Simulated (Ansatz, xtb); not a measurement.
# BH8NOSi2: which of two structures lies lower

Structure X: a singlet given by its coordinates. Structure Y: `BN([SiH3])[SiH2]O`, a singlet. Both are isolated molecules in the gas phase, relaxed with B3LYP-D3(BJ)/def2-SVP; the shapes shown needn't be the lowest conformers.

X (Å):

```csv
atom,x (Å),y (Å),z (Å)
B,0.8167,-0.6919,-0.0712
N,-1.5071,0.7657,-1.0589
O,-0.2927,-1.5670,-0.9922
Si,0.0896,1.1853,-0.3402
Si,-1.8809,-0.8805,-1.2446
H,1.8959,-0.9403,-0.5674
H,0.6659,-1.1169,1.0611
H,-0.1272,2.0191,0.8871
H,0.7807,2.0932,-1.3139
H,-2.1100,1.4797,-1.4578
H,-2.7372,-1.5459,-0.2222
H,-2.3535,-1.2863,-2.5961
H,-0.2180,-2.5090,-0.7850
```

Close contacts (Å): B1–O3 1.69, B1–Si4 2.03, N2–Si4 1.80, N2–Si5 1.70, O3–Si5 1.75, B1–H6 1.21, B1–H7 1.22, N2–H10 1.02, O3–H13 0.97, Si4–H8 1.50, Si4–H9 1.50, Si5–H11 1.49, Si5–H12 1.49.

Y (Å):

```xyz
13

B    -1.5373    0.0062   -1.0760
N    -0.6727   -1.0744   -0.7965
O     1.8687   -2.1986   -0.6688
Si   -1.2592   -2.6754   -0.3004
Si    1.0691   -0.7551   -0.9143
H    -2.7365   -0.1139   -0.9961
H    -1.0570    1.0726   -1.3990
H    -0.7739   -3.0164    1.0645
H    -0.7671   -3.7145   -1.2514
H    -2.7444   -2.6487   -0.3236
H     1.3663   -0.1810   -2.2544
H     1.5101    0.1482    0.1733
H     1.9005   -2.8308   -1.3961
```

Quicker runs give these differences E(Y) − E(X): GFN2-xTB −1.067 eV; HF/STO-3G −0.237 eV (at GFN2-xTB geometries); r2SCAN-D4/def2-SVP −0.986 eV (at GFN2-xTB geometries).

Task: Estimate E(Y) − E(X) at the level CCSD(T)/def2-SVP + ΔMP2/def2-TZVPP.

Result: Calculated at CCSD(T)/def2-SVP + ΔMP2/def2-TZVPP: E(Y) − E(X) = −1.083 eV, so structure Y lies lower.

Level by level:

```json
{"level": "GFN2-xTB", "geometry": "GFN2-xTB", "E(Y) − E(X) (eV)": "−1.067", "departure from the last row (eV)": "+0.015", "job, with rough time for the two": "optimisation, 0.96 s"}
{"level": "HF/STO-3G", "geometry": "GFN2-xTB", "E(Y) − E(X) (eV)": "−0.237", "departure from the last row (eV)": "+0.845", "job, with rough time for the two": "single point, 0.73 s"}
{"level": "r2SCAN-D4/def2-SVP", "geometry": "GFN2-xTB", "E(Y) − E(X) (eV)": "−0.986", "departure from the last row (eV)": "+0.096", "job, with rough time for the two": "single point, 7.8 s"}
{"level": "B3LYP-D3(BJ)/def2-SVP", "geometry": "B3LYP-D3(BJ)/def2-SVP", "E(Y) − E(X) (eV)": "−1.018", "departure from the last row (eV)": "+0.064", "job, with rough time for the two": "optimisation, 4.3 min"}
{"level": "HF/def2-SVP", "geometry": "B3LYP-D3(BJ)/def2-SVP", "E(Y) − E(X) (eV)": "−1.347", "departure from the last row (eV)": "−0.265", "job, with rough time for the two": "part of the CCSD(T) run"}
{"level": "MP2/def2-SVP", "geometry": "B3LYP-D3(BJ)/def2-SVP", "E(Y) − E(X) (eV)": "−1.090", "departure from the last row (eV)": "−0.008", "job, with rough time for the two": "part of the CCSD(T) run"}
{"level": "CCSD(T)/def2-SVP", "geometry": "B3LYP-D3(BJ)/def2-SVP", "E(Y) − E(X) (eV)": "−1.081", "departure from the last row (eV)": "+0.002", "job, with rough time for the two": "single point"}
{"level": "CCSD(T)/def2-SVP + ΔMP2/def2-TZVPP", "geometry": "B3LYP-D3(BJ)/def2-SVP", "E(Y) − E(X) (eV)": "−1.083", "departure from the last row (eV)": "", "job, with rough time for the two": "single point, 78 s"}
```

The levels shown agree on the order. The largest departure from CCSD(T)/def2-SVP + ΔMP2/def2-TZVPP is that of HF/STO-3G, 0.845 eV. The last row adds to CCSD(T) the change of the MP2 difference between the two basis sets, here −0.002 eV.

With thermal terms from frequencies at re-optimised GFN2-xTB minima (ideal gas, soft modes damped towards free rotors, one conformer each, 298.15 K, 1 atm): on the last row, ΔE + ΔZPE = −1.161, ΔH = −1.140, ΔG = −1.187 eV.

The correlated steps freeze 13 core orbitals. Codes used: Ansatz 0.2.0, xtb 6.7.1; the last row on 2 threads of Arm Neoverse N1 on a shared host.
